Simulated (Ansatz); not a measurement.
One change: `B[Si](C)(N)O` becomes `B[Si](C)(N)F`.

Ansatz, PBE0-D4/def2-TZVP geometries, multiplicity 1. Each molecule was computed in one conformer, which needn't be the lowest.

```
                                        property  `B[Si](C)(N)O`
             HOMO energy (B3LYP/def2-TZVPP) / eV           -7.05
           HOMO–LUMO gap (B3LYP/def2-TZVPP) / eV            4.96
  size of the dipole moment (PBE/def2-TZVPP) / D            2.32
         HOMO–LUMO gap (ωB97M-V/def2-TZVPP) / eV            9.63
size of the dipole moment (B3LYP/def2-TZVPP) / D            2.19
               HOMO energy (PBE/def2-TZVPP) / eV           -5.95
```

(1) Give the same properties after the change, and the shifts. (An estimate is asked.)

## Answers

(1) Ansatz gave: 
```
                                        property  `B[Si](C)(N)F`  shift
             HOMO energy (B3LYP/def2-TZVPP) / eV           -7.49  -0.44
           HOMO–LUMO gap (B3LYP/def2-TZVPP) / eV            5.06   0.10
  size of the dipole moment (PBE/def2-TZVPP) / D            1.90  -0.42
         HOMO–LUMO gap (ωB97M-V/def2-TZVPP) / eV            9.73   0.10
size of the dipole moment (B3LYP/def2-TZVPP) / D            1.84  -0.35
               HOMO energy (PBE/def2-TZVPP) / eV           -6.36  -0.41
```

With PBE0 the HOMO falls by 0.45 eV and the LUMO falls by 0.35 eV, so the gap widens by about 0.10 eV. PBE moves the HOMO by -0.41 eV and ωB97M-V by -0.44 eV. Dipoles are sizes alone; their direction can turn.

B3LYP here is the variant with VWN-RPA as its local correlation; programs differ in this.
